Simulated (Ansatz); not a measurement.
A structure relaxed at PBE-D4/def2-SVP in Ansatz, charge 0, singlet:

Cartesian coordinates in Å:
```
Ge 0.894 0.073 -0.111
C 2.737 0.049 0.530
C 3.740 -0.022 -0.628
H 2.833 -0.825 1.208
H 2.881 0.959 1.148
H 4.785 -0.033 -0.256
H 3.585 -0.937 -1.234
H 3.631 0.848 -1.307
O 0.596 1.361 -1.316
C -0.368 2.395 -1.117
C -1.778 1.965 -1.500
H -0.364 2.751 -0.061
H -0.042 3.248 -1.753
H -2.485 2.816 -1.413
H -1.807 1.598 -2.546
H -2.132 1.157 -0.829
O -0.363 0.381 1.151
C -0.420 -0.437 2.316
C -1.616 -0.013 3.153
H -0.512 -1.516 2.040
H 0.517 -0.339 2.918
H -1.683 -0.616 4.081
H -1.534 1.057 3.433
H -2.558 -0.144 2.581
O 0.652 -1.516 -0.909
C -0.487 -1.764 -1.732
C -1.709 -2.181 -0.922
H -0.724 -0.870 -2.354
H -0.199 -2.577 -2.434
H -2.557 -2.438 -1.590
H -1.478 -3.068 -0.298
H -2.037 -1.362 -0.249
```

Q: Give its formula, name or SMILES.

A: GeEt(OEt)3 (C8H20GeO3).

Q: Summarise the bond lengths by kind (pairs closer than 1.2 times the sum of covalent radii, bridged metal pairs left out).

A: 4 × C–C 1.52 to 1.53 Å; 3 × C–O 1.42 to 1.43 Å; 3 × Ge–O 1.79 to 1.81 Å; 1 × C–Ge 1.95 Å; 20 × C–H 1.11 to 1.12 Å.
